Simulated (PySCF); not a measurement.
cyclotrisilazane (H9N3Si3), SMILES N1[SiH2]N[SiH2]N[SiH2]1.

Geometry optimised at PBE-D3(BJ)/def2-SVP.

Computed with TDA-PBE/def2-SVPD (PySCF 2.14.0).

Vertical excitations. Gas-phase values at a fixed geometry. State labels are in the subgroup Cs.

Computed UV-visible absorptions:
```json
[
 {"state": "S1", "symmetry": "A\"", "energy (eV)": "5.26", "λ (nm)": "236", "f": "0.000", "main pairs": "HOMO→LUMO 99 %"},
 {"state": "S2", "symmetry": "A'", "energy (eV)": "5.48", "λ (nm)": "226", "f": "0.016", "main pairs": "HOMO−1→LUMO 97 %"},
 {"state": "S3", "symmetry": "A\"", "energy (eV)": "5.61", "λ (nm)": "221", "f": "0.021", "main pairs": "HOMO→LUMO+1 98 %"},
 {"state": "S4", "symmetry": "A'", "energy (eV)": "5.71", "λ (nm)": "217", "f": "0.006", "main pairs": "HOMO→LUMO+2 92 %"},
 {"state": "S5", "symmetry": "A\"", "energy (eV)": "5.80", "λ (nm)": "214", "f": "0.009", "main pairs": "HOMO−1→LUMO+2 98 %"},
 {"state": "S6", "symmetry": "A'", "energy (eV)": "5.83", "λ (nm)": "213", "f": "0.007", "main pairs": "HOMO−1→LUMO+1 93 %"},
 {"state": "T1", "symmetry": "A\"", "energy (eV)": "5.17", "λ (nm)": "240", "f": "0", "main pairs": "HOMO→LUMO 100 %"},
 {"state": "T2", "symmetry": "A'", "energy (eV)": "5.30", "λ (nm)": "234", "f": "0", "main pairs": "HOMO−1→LUMO 96 %"}
]
```
Triplets are in the Tamm–Dancoff approximation.
